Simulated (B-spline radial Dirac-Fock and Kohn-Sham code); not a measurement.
Z = 18 (argon), transition energy 194 keV. Method: a Dirac-Hartree-Slater potential of the neutral atom with a Latter tail (no hole, which puts coefficients of high multipoles low close above an edge), finite nucleus with surface currents. Computed with a radial B-spline solver. Subshells that would emit electrons below 1 keV are left out.

Question: A pure transition shows α(K) = 0.0145, L1/L2 = 60.4 and L1/L3 = 42.3. What is its multipolarity?
A. M4
B. E2
C. E4
D. M1
E. E3
F. E1
G. M2
H. M3

Answer: B. For comparison, α(K), L1/L2, L1/L3 are E1 0.00198, 156, 83.0; E3 0.0899, 24.3, 19.9; E4 0.529, 12.0, 10.5; M1 0.00161, 92.8, 161; M2 0.00983, 46.7, 85.7; M3 0.0586, 28.1, 33.6; M4 0.350, 18.8, 16.4.
